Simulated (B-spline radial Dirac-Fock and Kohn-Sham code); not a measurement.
**Satellites and hypersatellites of the K lines of Ru⁺**

System: Ru⁺ in the configuration [Kr] 4d7.

The run's input, task.json:

```json
{"items": [{
  "Z": 44,
  "q": 1,
  "cfg": [[1, 0, 2], [2, 0, 2], [2, 1, 6], [3, 0, 2], [3, 1, 6], [3, 2, 10], [4, 0, 2], [4, 1, 6], [4, 2, 7]],
  "A": 102,
  "rrms": 4.4809,
  "do": ["binding", "quiet", "double"]
}]}
```

Launch: `python xray_run.py task.json out`

Model: ΔSCF Dirac-Fock with Breit, self-energy and vacuum polarisation, finite nucleus, configuration average. Program: a radial atomic solver. Each two-hole energy is an average over J within one jj subconfiguration, not an observable level; in light atoms, where LS coupling holds, the j-resolved values are not observed lines, and for a K spectator the Kα1 hypersatellite is nearly forbidden. Electron correlation is not included.

Lines without a spectator: Kα2 (K-L2) 19148.9 eV, Kα1 (K-L3) 19277.9 eV, Kβ3 (K-M2) 21631.0 eV, Kβ1 (K-M3) 21653.5 eV. Shifts in eV with one spectator hole (a dash: not computed, or left out as unreliable):

```csv
spectator hole,Kα2,Kα1,Kβ3,Kβ1
K (1s),+493.7,+505.6,+626.9,+629.3
L2 (2p1/2),+52.5,+65.6,–,+141.0
L3 (2p3/2),+53.7,+53.1,+128.1,–
M2 (3p1/2),–,+6.83,+15.54,+19.10
M3 (3p3/2),+5.34,–,+16.69,+16.09
M5 (3d5/2),-1.88,-0.35,–,–
```

With n spectator holes in 2p, averaged over the 2p shell (energies in eV):

```tsv
n	KαLⁿ	step	hypersatellite KαʰLⁿ
0	19234.9	–	19736.5
1	19291.4	+56.6	19794.4
2	19349.2	+57.7	19853.5
3	19408.1	+58.9	19913.8
4	19468.2	+60.1	19975.3
5	19529.6	+61.4	20038.0
```
